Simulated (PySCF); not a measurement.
## Mg+: ionisation energy

Mg+ [Ne] 3s1 (2S) → Mg(2+) [Ne] (1S), as a difference of total energies. Computed with PySCF 2.14 in aug-cc-pVDZ, with no relativity, point nucleus. The calculations carry no spin-orbit coupling.

```json
{"method": "UHF", "ionisation energy (eV)": "14.713"}
{"method": "M06-2X", "ionisation energy (eV)": "15.123"}
{"method": "PBE0", "ionisation energy (eV)": "15.187"}
```

For comparison: 15.035 eV (measured; NIST Atomic Spectra Database, ionization energies).
